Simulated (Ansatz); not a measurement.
`C[CH2][SnH]([F])[F]` + H₂ → `[F][SnH2][F]` + ethane at 500 K and 1 bar (hydrogenolysis of the Sn–C bond).

Computed with Ansatz on PBE0-D4/def2-TZVP structures; ΔE is electronic, products minus reactants. CCSD(T)/CBS is the MP2 limit (def2-TZVPP, def2-QZVPP) plus CCSD(T) − MP2 in def2-TZVPP, frozen cores. This one scheme is used for every species. Elements past krypton have def2 core potentials. For Sn outer-core shells are correlated without core-valence functions, which leaves a few kJ/mol of doubt a bond. One conformer a species, not always the lowest.

| species | CCSD(T)/CBS energy (Eh) | H − E (kJ/mol) | S (J/(mol·K)) |
| --- | --- | --- | --- |
| `C[CH2][SnH]([F])[F]` | -493.39757 | 249.5 | 444.7 |
| H₂ | -1.17544 | 41.0 | 145.5 |
| `[F][SnH2][F]` | -414.86106 | 75.7 | 331.1 |
| `CC` | -79.71954 | 220.5 | 259.9 |

H − E and S are ideal-gas, rigid-rotor, harmonic terms from PBE0-D4/def2-TZVP, for one conformer and one mirror image of each species. For small species the MP2-based limit differs from directly extrapolated CCSD(T) by up to some mEh (0.8 for H₂); such offsets cancel only in part. 1 Eh = 2625.50 kJ/mol, R = 8.31446 J/(mol·K).

Q: By hand: ΔE, ΔH, ΔS and ΔG.

A: ΔE = (-414.86106) + (-79.71954) − (-493.39757) − (-1.17544) = -0.00759 Eh = -19.9 kJ/mol. Δ(H − E) = 75.7 + 220.5 − 249.5 − 41.0 = 5.7, so ΔH = -14.2 kJ/mol. ΔS = 331.1 + 259.9 − 444.7 − 145.5 = 0.8 J/(mol·K). ΔG = -14.2 − 500 × (0.8)/1000 = -14.6 kJ/mol.

Q: By hand: the equilibrium constant, and the temperature at which ΔG would vanish if ΔH and ΔS stayed fixed.

A: log₁₀ K = −ΔG/(RT ln 10) = 1.5. ΔH and −TΔS have one sign here, so there is no such temperature.

The number of gas molecules stays the same, so ΔS is small and ΔH decides. A doubt of 5 kJ/mol in ΔE shifts log₁₀ K by 0.5 here. Other conformers and mirror images would add mixing entropy, several J/(mol·K) or more a flexible species. Modes under 60 cm⁻¹, often nearly free rotors, make the harmonic entropy too high. These are equilibria of isolated gas molecules and say nothing of rates. Largest T1 diagnostic: 0.014 (customary marks: 0.02 for closed shells, 0.045 for open ones).

ΔS is within the doubt of such terms, so its sign, and with it that verdict, could turn.
